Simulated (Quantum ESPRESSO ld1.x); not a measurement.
Coherent X-ray form factor from a spherical all-electron density. Method: scalar-relativistic Kohn-Sham, LDA (Slater exchange, Perdew-Wang correlation), spin-polarised, spherical densities, point nucleus, Perdew-Zunger self-interaction correction; computed with ld1.x of Quantum ESPRESSO 7.5.

sin(theta)/lambda (1/angstrom)  f0 (electrons)
0.05                                    30.324
0.1                                     28.716
0.15                                    26.820
0.2                                     24.942
0.25                                    23.147
0.3                                     21.432
0.4                                     18.228
0.5                                     15.392
0.6                                     13.010
0.8                                      9.649
1                                        7.741
1.25                                     6.452
1.5                                      5.627
2                                        4.253

The species is in the configuration that NIST lists as its ground one. Which atom or ion scatters so?

Answer. Neutral gallium, [Ar] 3d10 4s2 4p1. Extrapolating in s^2 from the first two rows gives f0(0) = 30.9, near the electron count 31; among species with that count, the fall with angle is slower the higher Z, and the table is that of Z = 31; from so few rows the species is fixed only to a neighbour or two.
